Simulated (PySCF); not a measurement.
SMILES C[SiH](C)[CH2][Ge]([Cl])([Cl])[Cl] (GFN2-xTB optimised geometry):

```
17

Si    -0.882     1.255     0.000
C      1.015     1.255     0.000
C     -1.580     0.254    -1.454
C     -1.526     0.488     1.636
Ge    -0.626    -1.195     2.238
Cl    -0.313    -2.631     0.685
Cl     1.288    -0.810     3.107
Cl    -1.787    -2.193     3.739
H     -1.414     2.631     0.000
H      1.401     0.238    -0.009
H      1.413     1.747     0.883
H      1.414     1.767    -0.870
H     -1.256    -0.782    -1.411
H     -1.251     0.664    -2.404
H     -2.667     0.259    -1.456
H     -1.404     1.191     2.456
H     -2.586     0.260     1.556
```

Computed with CAM-B3LYP/def2-SVP in PySCF.

Question: What are the frontier orbital energies and the dipole moment?

Answer: HOMO-2 -10.32 eV, HOMO-1 -10.22 eV, HOMO -9.89 eV, LUMO 0.22 eV, LUMO+1 1.84 eV; dipole moment 2.57 D.

On the same geometry PBE/def2-SVP in PySCF gives HOMO-2 -7.56 eV, HOMO-1 -7.44 eV, HOMO -7.32 eV, LUMO -1.90 eV, LUMO+1 -0.18 eV; dipole moment 2.46 D.

Meta-Löwdin charges at CAM-B3LYP/def2-SVP: Si1 0.80, C2 -0.54, C3 -0.54, C4 -0.59, Ge5 0.85, Cl6 -0.26, Cl7 -0.26, Cl8 -0.26, H9 -0.12, H10 0.11, H11 0.11, H12 0.11, H13 0.12, H14 0.11, H15 0.11, H16 0.13, H17 0.13.
